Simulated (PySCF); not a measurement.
A calculated (UHF, PySCF 2.14, x2c-TZVPPall, the spin-free X2C one-electron Hamiltonian (Gaussian nucleus)) atom or ion has these occupied shells.

```json
{"shell": "1s α", "electrons": "1", "orbital energy (eV)": "-55900.0", "rms radius, mean of both spins (bohr)": "0.0236"}
{"shell": "1s β", "electrons": "1", "orbital energy (eV)": "-55900.0", "rms radius, mean of both spins (bohr)": "0.0236"}
{"shell": "2s α", "electrons": "1", "orbital energy (eV)": "-9480.7", "rms radius, mean of both spins (bohr)": "0.0952"}
{"shell": "2s β", "electrons": "1", "orbital energy (eV)": "-9480.6", "rms radius, mean of both spins (bohr)": "0.0952"}
{"shell": "2p α", "electrons": "3", "orbital energy (eV)": "-8410.7", "rms radius, mean of both spins (bohr)": "0.0859"}
{"shell": "2p β", "electrons": "3", "orbital energy (eV)": "-8410.6", "rms radius, mean of both spins (bohr)": "0.0859"}
{"shell": "3s α", "electrons": "1", "orbital energy (eV)": "-2176.4", "rms radius, mean of both spins (bohr)": "0.245"}
{"shell": "3s β", "electrons": "1", "orbital energy (eV)": "-2174.2", "rms radius, mean of both spins (bohr)": "0.245"}
{"shell": "3p α", "electrons": "3", "orbital energy (eV)": "-1841.8", "rms radius, mean of both spins (bohr)": "0.245"}
{"shell": "3p β", "electrons": "3", "orbital energy (eV)": "-1839.3", "rms radius, mean of both spins (bohr)": "0.245"}
{"shell": "3d α", "electrons": "5", "orbital energy (eV)": "-1407.9", "rms radius, mean of both spins (bohr)": "0.225"}
{"shell": "3d β", "electrons": "5", "orbital energy (eV)": "-1405.2", "rms radius, mean of both spins (bohr)": "0.225"}
{"shell": "4s α", "electrons": "1", "orbital energy (eV)": "-462.75", "rms radius, mean of both spins (bohr)": "0.552"}
{"shell": "4s β", "electrons": "1", "orbital energy (eV)": "-457.10", "rms radius, mean of both spins (bohr)": "0.552"}
{"shell": "4p α", "electrons": "3", "orbital energy (eV)": "-350.05", "rms radius, mean of both spins (bohr)": "0.587"}
{"shell": "4p β", "electrons": "3", "orbital energy (eV)": "-343.86", "rms radius, mean of both spins (bohr)": "0.587"}
{"shell": "4d α", "electrons": "5", "orbital energy (eV)": "-193.50", "rms radius, mean of both spins (bohr)": "0.646"}
{"shell": "4d β", "electrons": "5", "orbital energy (eV)": "-185.52", "rms radius, mean of both spins (bohr)": "0.646"}
{"shell": "5s α", "electrons": "1", "orbital energy (eV)": "-68.554", "rms radius, mean of both spins (bohr)": "1.38"}
{"shell": "5s β", "electrons": "1", "orbital energy (eV)": "-66.388", "rms radius, mean of both spins (bohr)": "1.38"}
{"shell": "5p α", "electrons": "3", "orbital energy (eV)": "-39.166", "rms radius, mean of both spins (bohr)": "1.64"}
{"shell": "5p β", "electrons": "3", "orbital energy (eV)": "-37.624", "rms radius, mean of both spins (bohr)": "1.64"}
{"shell": "4f α", "electrons": "7", "orbital energy (eV)": "-21.086", "rms radius, mean of both spins (bohr)": "0.926"}
{"shell": "4f β", "electrons": "4", "orbital energy (eV)": "-17.821", "rms radius, mean of both spins (bohr)": "0.926"}
{"shell": "6s α", "electrons": "1", "orbital energy (eV)": "-10.952", "rms radius, mean of both spins (bohr)": "4.12"}
```

Task: Name the element and its charge.

Result: Ho⁺ (holmium, charge +1), in [Xe] 4f11 6s1, one real determinant.
